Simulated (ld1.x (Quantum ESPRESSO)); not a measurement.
**Before and after: TM potential for B (Z = 5)**

```
Element                 : B
Generator               : ld1.x (Quantum ESPRESSO) 7.5
Type                    : norm-conserving Troullier–Martins (Kleinman–Bylander form)
Functional              : PBEsol
Relativity              : non-relativistic
Frozen core             : [He]
Valence charge          : 3
Reference configuration : 2s2 2p1
Partial waves           : 2p (bound): rc 2.70 bohr; 3d channel at -0.1 Ry: rc 2.35 bohr; 2s (bound): rc 1.50 bohr
Local potential         : the s channel
Core correction         : a·sin(br)/r model core inside 1.00 bohr
```

Change: core correction a·sin(br)/r model core inside 1.76 bohr.

Cutoffs: the cutoffs (Ry, on a coarse ladder) from which the occupation-weighted sum of valence levels, in a spherical-Bessel basis at the reference potential, stays within 10 and 1 mRy of its value at 400 Ry; they do not see the model core or the augmentation charge, which bear on the density cutoff. Errors are all-electron minus pseudo energies relative to the spin-unpolarised reference configuration.

Q: Predict the effect on cutoff, ghosts and configuration errors.

A: The potential gets neither clearly harder nor softer (18 Ry and 50 Ry → 18 Ry and 50 Ry); of the 7 tests that both files solve, the error grows in 1 and shrinks in 2 by more than 15 % and 0.3 meV (median size 27.8 → 21.9 meV); neither file shows a bound ghost. A wider model core is smoother and lowers the density cutoff, which this test does not measure.

| quantity | base | changed |
| --- | --- | --- |
| cutoff, loose | 18 Ry | 18 Ry |
| cutoff, tight | 50 Ry | 50 Ry |
| bound ghosts | none | none |
| error for 2s2 2p0, meV [ΔE 8.14 eV] | +49 | +54 |
| error for 2s1 2p0, meV [ΔE 33.40 eV] | +156 | +188 |
| error for 2s2 2p0.5, meV [ΔE 2.86 eV] | +6.6 | +7.2 |
| error for 2s1 2p1, meV [ΔE 14.26 eV] | -28 | -24 |
| error for 2s2 2p1.3, meV [ΔE -0.72 eV] | +0.5 | +0.6 |
| error for 2s1 2p2, meV [ΔE 5.81 eV] | -9.9 | -5.3 |
| error for 2s0 2p3, meV [ΔE 11.64 eV] | -40 | -22 |
| s: phases at 2.96 bohr within 0.05 rad from the reference energy up to (Ry; the scan ends near 5) | 1.4 | 1.4 |
| p: phases at 2.96 bohr within 0.05 rad from the reference energy up to (Ry; the scan ends near 5) | 1.1 | 1.1 |
| d: phases at 2.96 bohr within 0.05 rad from the reference energy up to (Ry; the scan ends near 5) | 4.2 | 4.2 |
